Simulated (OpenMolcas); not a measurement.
# Cu⁵⁺: effect of the active space

```
Program             : OpenMolcas
Method              : CASSCF or its RAS form
Basis               : ANO-RCC-VTZP
Scalar Hamiltonian  : DKH2, point nucleus
Spin-orbit coupling : RASSI with atomic mean-field integrals over the reference wave functions, term energies averaged over their components
```

A. 6 electrons in 5 orbitals (3d); 2S+1 = 5 even, 5 roots; 2S+1 = 3 even, 45 roots; 2S+1 = 1 even, 50 roots; cost about 30 core-seconds
B. 12 electrons in 8 orbitals (RAS1 3p, at most 2 holes; RAS2 3d); 2S+1 = 5 even, 5 roots; 2S+1 = 3 even, 45 roots; 2S+1 = 1 even, 44 roots; cost about 60 core-seconds
C. 6 electrons in 10 orbitals (3d 4d); 2S+1 = 5 even, 5 roots; 2S+1 = 3 even, 45 roots; 2S+1 = 1 even, 44 roots; cost about 4 core-minutes

Energies in cm-1 above 3d6 5D4, the measured ground level; measured values from Sugar and Musgrove, J. Phys. Chem. Ref. Data 19, 527 (1990).

```csv
Level,A,B,C,Measured
3d6 5D4,0.0,0.0,0.0,0.0
3d6 5D3,1141,1150,1100,1196
3d6 5D2,1919,1920,1845,1987
3d6 5D1,2415,2409,2319,2490
3d6 5D0,2658,2646,2550,2733
3d6 3H6,32669,34756,32236,30418
3d6 3H5,33207,35230,32740,31009
3d6 3P2(1),35422,31115,34884,29285
3d6 3F3(1),37911,36076,37317,33296
3d6 3F2(1),38423,36529,37815,33740
3d6 3P1(1),38746,34503,38209,32685
3d6 3P0(1),39974,35658,39427,33868
3d6 3G5,41264,41566,40701,37378
3d6 3G4,42391,42551,41792,38469
3d6 3G3,42786,42925,42157,38907
3d6 1I6,49437,52475,48719,46406
3d6 1G4(1),52416,50256,51689,47612
3d6 3D1,53215,50793,52282,
3d6 3D2,53217,50777,52315,
3d6 3D3,53553,51156,52656,47119
3d6 1F3,74310,71903,73224,64968
3d6 3P0(2),86673,81108,84569,74712
3d6 3F2(2),87694,83149,85585,77145
3d6 3P1(2),87717,82140,85588,75774
```

Deviations, from unrounded energies. A percentage is the sum of absolute deviations over the sum of measured energies, with the sign that they share, or ± where signs differ.

```tsv
Against measurement	Levels	A	B	C
mean absolute deviation (cm-1)	21	4900	3400	4100
fine structure of the ground term (%)	4	-3.2	-3.3	-7.0
other terms of the ground configuration (%)	17	+13.2	+9.1	+11.2
```

B lies closest to measurement on these levels and A furthest from it. The largest miss of B in the table is 3d6 1F3, by +6900 cm-1. The ranking rests on the paired levels alone, and a cruder setting can come out closer through cancelling errors.

The spin-orbit steps hold different terms of 3d6 (B lacks a 1D, a 1S; C lacks a 1D, a 1S), which shifts levels as well.

Among A to C the level of the table that moves most is 3d6 3P1(2), by 5600 cm-1 (lowest in B, highest in A).

Without dynamic correlation excited terms often stand tens of per cent too high (terms of higher spin than the ground term too low), and those without a measured partner can miss by more than the paired ones. Active for correlation alone: 3p; no level in the range computed is led by a configuration that opens it, so any true level of that kind is missing (holds for B). Active for correlation alone: 4d; no level in the range computed is led by a configuration that fills it, so any true level of that kind is missing (holds for C). Measured partners are found by configuration, term and J. A level has none where our copy of the source lacks it or the pairing is in doubt (some pairs that miss far off the trend of their configuration count as doubtful), and it then counts in no deviation. Only configurations of the active space appear. Levels that lie high or do not pair safely by name in every column are left out.

A number in round brackets counts repeated terms of one configuration in the order of the reference energies.
